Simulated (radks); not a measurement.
Coulomb parameter of the 4d shell of the niobium ion Nb+ in the model configuration [Kr] 4d2.5 5s1.5, as a second difference U = [E(n + 0.5) + E(n - 0.5) - 2 E(n)] / (0.5)^2 with all orbitals relaxed. "Bare": the charge of the atom changes with n. "Screened": the 5s shell takes up the change at fixed total charge, which measures U(4d,4d) + U(5s,5s) - 2 U(4d,5s). Calculated with a radial shooting solver on a logarithmic mesh with Libxc functionals: Dirac Kohn-Sham, PBE, spin-unpolarised, spherical densities, point nucleus; open shells are shared between the two j in proportion to 2j + 1.

case	configuration	E - E(n) (eV)
start	[Kr] 4d2.5 5s1.5	0.000
bare +0.5	[Kr] 4d3 5s1.5	-5.090
bare -0.5	[Kr] 4d2 5s1.5	7.543
screened +0.5	[Kr] 4d3 5s1	-0.595
screened -0.5	[Kr] 4d2 5s2	0.897

U(bare) = 9.812 eV, U(screened by 5s) = 1.210 eV.
